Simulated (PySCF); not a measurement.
Field gradients at the hydrogen positions

C6H7ClSi.
Geometry (GFN2-xTB, Å), atoms numbered from 1 in this order:
```xyz
15
C6H7ClSi angstrom
C      3.4889    0.3732    0.0006
C      2.4513   -0.1778   -0.2564
Si     0.8468   -1.0113   -0.6491
C     -0.4203   -0.3669    0.6207
C     -1.8549   -0.7142    0.3223
C     -2.2007    0.5585    0.1488
Cl    -3.6479    1.3602   -0.2917
C     -0.8442    1.1193    0.4483
H      4.3978    0.8533    0.2273
H      0.4250   -0.6402   -2.0025
H      0.9959   -2.4628   -0.4990
H     -0.1198   -0.6074    1.6419
H     -2.3731   -1.6518    0.2613
H     -0.3667    1.6552   -0.3703
H     -0.7825    1.7206    1.3533
```

Level: PBE0/pcSseg-1 (PySCF, non-relativistic); Q(2H) = 0.00286 b; rigid geometry, the same for H and D, with no vibrational averaging.

Problem. Rank these positions by the coupling χzz of a deuteron there, largest first.
A. H13 (vinylic hydrogen)
B. H12 (methine hydrogen)
C. H11 (Si–H hydrogen)
D. H9 (alkyne hydrogen)

Solution. D (260 kHz), A (232 kHz), B (208 kHz), C (107 kHz).

Problem. Give the electric field gradient Vzz (the principal value of largest size), its asymmetry and the 2H coupling at each hydrogen.

Solution. 
```
atom  bonded to  bond length (Å)  Vzz (au)     η  χzz (kHz)
  H9         C1            1.053    0.3864  0.00        260
 H10        Si3            1.465    0.1598  0.00        107
 H11        Si3            1.467    0.1587  0.01        107
 H12         C4            1.091    0.3102  0.01        208
 H13         C5            1.073    0.3452  0.05        232
 H14         C8            1.089    0.3102  0.02        208
 H15         C8            1.088    0.3124  0.00        210
```

Problem. Average by the element that carries the hydrogen.

Solution. on C: 224 kHz over 5 positions, mean bond length 1.079 Å; on Si: 107 kHz over 2 positions, mean bond length 1.466 Å.

Problem. How does χzz go with the bond length over the 5 C–H bonds?

Solution. A straight-line fit has a slope of -13.7 kHz for each 0.01 Å, with a correlation coefficient of -1.00, over lengths from 1.053 to 1.091 Å. The longer bonds have the smaller couplings here.

Problem. A static deuteron (I = 1) shows a doublet split by (3/2)χ, (3/4)χ(1 + η) and (3/4)χ(1 − η) with the field along z, y and x of the gradient. What are these for H15?

Solution. With |χ| = 210.0 kHz and η = 0.003: 315, 158 and 157 kHz, to first order and without motion.

The structure is a single GFN2-xTB conformer in the gas phase; no vibrational or solvent corrections. GFN2-xTB bond lengths can be off by several hundredths of an ångström, more for odd bonds, and the gradients follow them. These gradients aren't converged with respect to the basis.
